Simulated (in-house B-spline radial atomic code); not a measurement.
Configurations of Pd VII (Pd6+), with energies counted from [Kr] 4d4. All numbers are computed (scalar-relativistic (X2C) PBE0, spin-polarised, spherical fractional occupations, exact exchange averaged over the configuration; Fermi nucleus of rms radius 4.5318 fm) with an all-electron radial atomic-structure program (B-spline basis), not measured. Shells without spins written out take the highest spin.

Occupations are held fixed; configurations that lie above the ionisation limit could autoionise.

```
           configuration  E - E(ref) (eV)  highest orbital  its <r> (bohr)
            [Kr] 4d3 4f1           49.876            4f up           1.706
            [Kr] 4d3 5f1           69.905            5f up           3.507
[Ar] 3d9 4s2 4p6 4d4 5s1           372.14            5s up           1.949
[Ar] 3d9 4s2 4p6 4d4 5p1           383.23            5p up           2.144
[Ar] 3d9 4s2 4p6 4d4 5f1           415.21            5f up           3.429
```

Q: Order these further configurations by energy, lowest first.
A. [Kr] 4d3 5p1
B. [Ar] 3d10 4s2 4p5 4d4 5s1
C. [Ar] 3d9 4s2 4p6 4d5
D. [Ar] 3d9 4s2 4p6 4d4 4f1
E. [Ar] 3d10 4s2 4p5 4d5

A: A (38.387 eV), E (47.773 eV), B (76.551 eV), C (341.61 eV), D (394.12 eV).
